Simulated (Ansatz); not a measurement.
CBr2, SMILES [C](Br)Br (connectivity only; charge and spin as stated), neutral, multiplicity 1.

The structure is a stationary point at B3LYP-D3(BJ)/def2-TZVP.

Two levels are set side by side: PBE/def2-SVPD (Ansatz, a quantum-chemistry and plane-wave program) and PBE0/def2-SVPD (Ansatz). Energy differences of separate SCF runs at the same geometry; the states with an electron removed or added have multiplicity 2 and 2. Differences are taken from unrounded values.

```
quantity                           PBE0
---------------------------------  ----
vertical ionisation energy (eV)    9.58
vertical electron affinity (eV)    1.87
vertical singlet–triplet gap (eV)  0.69
```

**Question.** What does PBE give, and how far is it from PBE0? (Estimate from the structure and the level; the computed values follow.)

**Answer.** 
```
quantity                            PBE  PBE minus PBE0
---------------------------------  ----  --------------
vertical ionisation energy (eV)    9.35           -0.23
vertical electron affinity (eV)    1.62           -0.26
vertical singlet–triplet gap (eV)  0.93            0.23
```
